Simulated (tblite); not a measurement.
C3H11NO2Si3.
Structure used (GFN2-xTB), in Å, numbered top down from 1:
```xyz
20
C3H11NO2Si3 angstrom
C      2.0388    0.8607    1.3656
C      2.1856    0.1666    0.0196
O      1.0482   -0.6115   -0.2381
Si     0.1404   -0.6729   -1.5897
O     -0.1826    0.7997   -2.2009
Si    -1.6694   -1.6858   -0.6007
Si    -2.3792   -0.4376    1.2438
C     -1.7834    1.2783    0.7871
N     -1.3478    2.2585    0.3771
H      1.1778    1.5251    1.3459
H      2.9317    1.4395    1.5853
H      1.8900    0.1219    2.1494
H      2.3211    0.9107   -0.7727
H      3.0592   -0.4968    0.0216
H      0.8515   -1.2336   -2.7377
H     -0.4885    1.5282   -1.6601
H     -1.4450   -3.0672   -0.1401
H     -2.8147   -1.8034   -1.5240
H     -1.7338   -0.6536    2.5466
H     -3.8051   -0.2160    1.5239
```

Method: GFN2-xTB as coded in tblite; computed harmonic values from a numerical Hessian at the method's own geometry, unscaled. This tight-binding method is rough: wavenumbers can miss measured ones by several per cent, in bad cases by 10 to 20. Modes of hydrogen on silicon can be 10 to 20 % off. One conformer, not necessarily the lowest.

Harmonic wavenumbers (cm⁻¹): 26.7, 37.4, 44.6, 68.8, 77.9, 89.1, 116.6, 149.2, 221.9, 242.8, 248.9, 309.6, 312.0, 338.5, 374.2, 389.6, 408.7, 420.9, 486.4, 535.6, 578.2, 587.3, 620.2, 662.3, 676.5, 703.5, 739.1, 797.6, 812.1, 832.0, 838.0, 894.3, 989.7, 1091.6, 1134.6, 1153.5, 1266.8, 1345.2, 1401.8, 1479.0, 1488.7, 1495.4, 2138.6, 2157.3, 2193.8, 2211.3, 2236.5, 2328.6, 2901.3, 2928.9, 3039.2, 3041.4, 3044.4, 3582.8.

A = 1077, B = 798.7, C = 651.9 MHz; mass 177.010 u (most abundant isotopes); point group C1, symmetry number 1.

Question: What is the zero-point energy?

Answer: Half the sum of the wavenumbers: 29145 cm⁻¹ = 83.33 kcal/mol.

Question: Entropy at 400 K, 1 bar (ideal gas, RRHO, classical rotation)?

Answer: Translation 42.91, rotation 31.60, vibration 67.41: S = 141.9 cal/(mol K).

Question: And Cp and H(400 K) − H(0)?

Answer: Cp = 63.09 cal/(mol K), of which vibrations give 55.14 (their classical limit is 54 R = 107.3); H(400 K) − H(0) = 15.92 kcal/mol without the zero-point energy, 12.74 from vibrations.

Question: Which modes carry the vibrational entropy at 400 K?

Answer: 26.7 cm⁻¹: 6.64; 37.4 cm⁻¹: 5.98; 44.6 cm⁻¹: 5.63; 68.8 cm⁻¹: 4.77; 77.9 cm⁻¹: 4.52; 89.1 cm⁻¹: 4.26 cal/(mol K); the other 48 give 35.62 together.

Question: What must be added to the electronic energy to get the Gibbs energy at 400 K and 1 bar?

Answer: ZPE + [H(400 K) − H(0)] − T·S = 83.33 + 15.92 − 56.77 = 42.48 kcal/mol.

Hindered rotation and anharmonicity are outside this model. Other conformers, if any are populated, would add a mixing term that is left out. The structure is chiral; the term R ln 2 for an equal mix with its mirror image is left out.
